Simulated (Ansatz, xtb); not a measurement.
## FGaGeHO: which of two structures lies lower

We compare a, a doublet given by its coordinates, with b, `[F][GeH][O][Ga]`, a doublet. Both are isolated molecules in the gas phase, relaxed with B3LYP-D3(BJ)/def2-SVP; the shapes shown needn't be the lowest conformers.

a (Å):

```yaml
atoms:
  - { symbol: F, position_ang: [-1.0416, -0.2010, -0.1340] }
  - { symbol: Ga, position_ang: [-2.2445, 0.5613, -1.7749] }
  - { symbol: Ge, position_ang: [0.3109, 1.1077, -0.4514] }
  - { symbol: O, position_ang: [-0.6835, 1.6789, -1.7531] }
  - { symbol: H, position_ang: [-2.1362, -0.6354, -2.8477] }
```

Close contacts (Å): F1–Ga2 2.17, F1–Ge3 1.91, Ga2–Ge3 2.93, Ga2–O4 1.92, Ge3–O4 1.73, Ga2–H5 1.61.

b (Å):

```xyz
5

F    -1.3560   -1.1531   -2.0286
Ga   -2.8518    1.4580    0.2623
Ge   -0.6404    0.4549   -2.1781
O    -1.5047    1.4265   -0.9846
H     0.8611    0.2762   -1.7208
```

Question: Estimate which is lower in electronic energy at CCSD(T)/def2-SVP + ΔMP2/def2-TZVPP, and by roughly how much.

Answer: Not settled: CCSD(T)/def2-SVP + ΔMP2/def2-TZVPP gives E(b) − E(a) = −2.5 kcal/mol, but this leans on the basis-set step: CCSD(T) alone gives −0.6 kcal/mol.

The same difference at several levels:

| level | geometry | E(b) − E(a) (kcal/mol) | departure from the last row (kcal/mol) | job, with rough time for the two |
| --- | --- | --- | --- | --- |
| B3LYP-D3(BJ)/def2-SVP | B3LYP-D3(BJ)/def2-SVP | −2.8 | −0.3 | optimisation, 91 s |
| HF/def2-SVP | B3LYP-D3(BJ)/def2-SVP | −5.7 | −3.2 | part of the CCSD(T) run |
| MP2/def2-SVP | B3LYP-D3(BJ)/def2-SVP | +0.5 | +3.0 | part of the CCSD(T) run |
| CCSD(T)/def2-SVP | B3LYP-D3(BJ)/def2-SVP | −0.6 | +2.0 | single point |
| CCSD(T)/def2-SVP + ΔMP2/def2-TZVPP | B3LYP-D3(BJ)/def2-SVP | −2.5 |  | single point, 62 s |

MP2/def2-SVP finds them nearly level. The largest departure from CCSD(T)/def2-SVP + ΔMP2/def2-TZVPP is that of HF/def2-SVP, 3.2 kcal/mol. Levels run at GFN2-xTB geometries aren't shown. The last row adds to CCSD(T) the change of the MP2 difference between the two basis sets, here −2.0 kcal/mol.

With harmonic frequencies from B3LYP-D3(BJ)/def2-SVP (ideal gas, rigid rotor, one conformer each, 298.15 K, 1 atm): on the last row, ΔE + ΔZPE = −2.0 kcal/mol. A mode under 50 cm⁻¹ makes harmonic enthalpies and free energies unreliable, so none is given.

Open shells are spin-unrestricted. The correlated steps freeze 20 core orbitals; the filled d shell of Ga and Ge is correlated, in a basis made for valence electrons. Codes used: Ansatz 0.2.0; the last row on 2 threads of Intel(R) Xeon(R) 6975P-C (Granite Rapids) on a shared host.
